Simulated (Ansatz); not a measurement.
Gas-phase electronic energies from Ansatz, PBE0-D4/def2-TZVP geometries. CCSD(T)/CBS adds triple-zeta CCSD(T) − MP2 to the extrapolated MP2 energy (def2 sets, frozen cores). This one scheme is used for every species. Functionals use def2-TZVPP. For Se outer-core shells are correlated without core-valence functions, which leaves a few kJ/mol of doubt a bond. Scalar relativity is left out up to krypton. One conformer a species, not always the lowest.

Reaction (adduct formation): `ClB(Cl)Cl` + H₂Se → `Cl[B-](Cl)(Cl)[SeH2+]`

**Question.** Is it downhill or uphill in electronic energy at CCSD(T)/CBS, and by how much? (Best estimate.)

**Answer.** Ansatz gave: Nearly level: ΔE = -0.2 kcal/mol.

**Question.** What do these levels give: PBE-D4, PBE0, MP2/def2-SVP, CCSD/def2-SVP, MP2/def2-QZVPP, SCS-MP2/def2-QZVPP? (An estimate is asked.)

**Answer.** Computed: PBE-D4 -2.2, PBE0 1.1, MP2/def2-SVP 2.3, CCSD/def2-SVP 5.1, MP2/def2-QZVPP -2.0, SCS-MP2/def2-QZVPP 0.8 kcal/mol.

Largest T1 diagnostic among the species: 0.011.

At CCSD(T), def2-SVP lies +4.5 kcal/mol from the extrapolated value and def2-TZVPP +1.9 kcal/mol. The D4 term adds −5.4 kcal/mol with B3LYP and −2.9 kcal/mol with PBE0; it sums over pairs of atoms, weighted by their polarisabilities, and B3LYP, whose exchange is more repulsive, gets the larger term. From BLYP to BHLYP (50 % exact exchange), in def2-TZVPP and without D4, ΔE moves by −1.5 kcal/mol.

B3LYP here is the variant with VWN-RPA as its local correlation; programs differ in this.
